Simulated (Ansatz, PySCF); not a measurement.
Bi(Me)3 (C₃H₉Bi), SMILES [CH3][Bi]([CH3])[CH3].

Coordinates come from a B3LYP-D3(BJ)/def2-SVP optimisation. The isomer is the one that the SMILES or the coordinates give; other isomers of the formula were not compared. The def2 effective core potentials stand for the cores of Bi; spin–orbit coupling is left out.

Vertical ionisation energy (IE) and electron affinity (EA) in eV. Rows of orbital energies are one-electron estimates. Where ΔSCF, EOM or ADC give a negative EA the extra electron is unbound and the value depends on the basis.

| level | IE | EA |
|---|---|---|
| −ε(HOMO), −ε(LUMO), ωB97X/def2-TZVP (PySCF) | 8.71 | -1.79 |
| −ε(HOMO), −ε(LUMO), PBE/def2-TZVP (PySCF) | 5.66 | 0.69 |
| ΔSCF, PBE0/def2-TZVPD (Ansatz), final states of multiplicity 2 and 2 | 8.47 | -1.04 |
| ΔSCF, PBE/def2-TZVPD (Ansatz), final states of multiplicity 2 and 2 | 8.38 | -0.92 |

### Question
What vertical singlet–triplet gap does ΔSCF give with PBE0/def2-TZVPD (Ansatz, a quantum-chemistry and plane-wave program) and with PBE/def2-TZVPD (Ansatz)? (The exact figures need the calculation; the answer reports its results.)

### Answer
4.64 and 4.55 eV (triplet above singlet where positive).
